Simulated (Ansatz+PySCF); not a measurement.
Results of a calculation; reference values are marked as such.
# Several solutions for singlet H₄ in separate pieces

```xyz
4

H     0.0000    0.0000   -0.3804
H     0.0000    0.0000    0.3804
H    10.0000    0.0000   -0.3804
H    10.0000    0.0000    0.3804
```

Basis set: cc-pVDZ (spherical functions). Charge 0, multiplicity 1.

CASSCF(2,2) was run from several starts with Ansatz (development build ahead of 0.2.0) and PySCF 2.14.0. The starts are those of the Hartree–Fock orbitals from which the active space was taken at the frontier.

| run | program | start | converged | energy (hartree) | <S²> |
| --- | --- | --- | --- | --- | --- |
| A | Ansatz | search for the lowest state | yes | -2.27604 | 0.00 |
| B | Ansatz | atomic start, no search | yes | -2.27604 | 0.00 |
| C | Ansatz | stability test followed | yes | -2.27604 | 0.00 |
| D | PySCF | program defaults | yes | -2.26096 | 0.00 |

Task: Which runs reached the lowest solution of this kind, and what is wrong with the others?

Result: A, B, C reached the lowest solution found. Converged but too high: D by 0.41 eV. Convergence only shows a stationary point; in CASSCF the end hangs on which orbitals enter the active space. Caution: other starts end on other solutions of this active space.
